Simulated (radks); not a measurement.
Species: neutral praseodymium. Configuration: [Kr] 4d10 4f3 5s2 5p5 6s2 7s1 (not the ground configuration).

Calculated with a radial shooting solver on a logarithmic mesh with Libxc functionals: Dirac Kohn-Sham, PW91, spin-unpolarised, spherical densities, point nucleus; open shells fill j = l - 1/2 first.

Energy parts (hartree):
| part | energy |
|---|---|
| total | -9242.9463 |
| kinetic | 9942.7698 |
| electron-nucleus | -22539.3508 |
| Hartree | 3571.1900 |
| exchange-correlation | -217.5553 |

Orbitals (lengths in bohr, moments of r in powers of bohr; <r^-3> diverges for s and p1/2; r(max) is where P^2 peaks):
1s1/2: occ. 2; eigenvalue (hartree) -1535.818; <1/r> 64.70; r(max) 0.01541
2s1/2: occ. 2; eigenvalue (hartree) -247.1942; <1/r> 15.28; r(max) 0.08740
2p1/2: occ. 2; eigenvalue (hartree) -233.6454; <1/r> 15.26; r(max) 0.06650
2p3/2: occ. 4; eigenvalue (hartree) -215.9161; <1/r> 13.77; r(max) 0.07185; <r^-3> 7512
3s1/2: occ. 2; eigenvalue (hartree) -53.52924; <1/r> 5.527; r(max) 0.2493
3p1/2: occ. 2; eigenvalue (hartree) -47.76717; <1/r> 5.440; r(max) 0.2361
3p3/2: occ. 4; eigenvalue (hartree) -44.25470; <1/r> 5.067; r(max) 0.2476; <r^-3> 1530
3d3/2: occ. 4; eigenvalue (hartree) -34.19977; <1/r> 4.935; r(max) 0.1986; <r^-3> 252.0
3d5/2: occ. 6; eigenvalue (hartree) -33.44266; <1/r> 4.841; r(max) 0.2018; <r^-3> 228.4
4s1/2: occ. 2; eigenvalue (hartree) -10.84943; <1/r> 2.290; r(max) 0.5793
4p1/2: occ. 2; eigenvalue (hartree) -8.69404; <1/r> 2.185; r(max) 0.5878
4p3/2: occ. 4; eigenvalue (hartree) -7.93830; <1/r> 2.061; r(max) 0.6125; <r^-3> 330.0
4d3/2: occ. 4; eigenvalue (hartree) -4.40034; <1/r> 1.840; r(max) 0.6313; <r^-3> 45.07
4d5/2: occ. 6; eigenvalue (hartree) -4.26786; <1/r> 1.809; r(max) 0.6395; <r^-3> 40.40
4f5/2: occ. 3; eigenvalue (hartree) -0.31127; <1/r> 1.223; r(max) 0.6889; <r^-3> 4.525
4f7/2: occ. 0; eigenvalue (hartree) -0.29813; <1/r> 1.210; r(max) 0.6941; <r^-3> 4.384
5s1/2: occ. 2; eigenvalue (hartree) -1.68789; <1/r> 0.8902; r(max) 1.348
5p1/2: occ. 2; eigenvalue (hartree) -1.10424; <1/r> 0.7865; r(max) 1.474
5p3/2: occ. 3; eigenvalue (hartree) -0.99630; <1/r> 0.7441; r(max) 1.542; <r^-3> 46.78
6s1/2: occ. 2; eigenvalue (hartree) -0.24324; <1/r> 0.3281; r(max) 3.453
6p1/2: occ. 0; eigenvalue (hartree) -0.13251; <1/r> 0.2641; r(max) 4.120
6p3/2: occ. 0; eigenvalue (hartree) -0.12073; <1/r> 0.2509; r(max) 4.300; <r^-3> 5.123
7s1/2: occ. 1; eigenvalue (hartree) -0.04804; <1/r> 0.1223; r(max) 9.348

The highest occupied level is 7s1/2 at -1.307 eV. The configuration is held as typed, so some empty levels lie below it. Summed over all electrons, <r^2> = 182.1 bohr^2, which gives a Langevin (diamagnetic) susceptibility term of -144 x 10^-6 cm^3/mol.
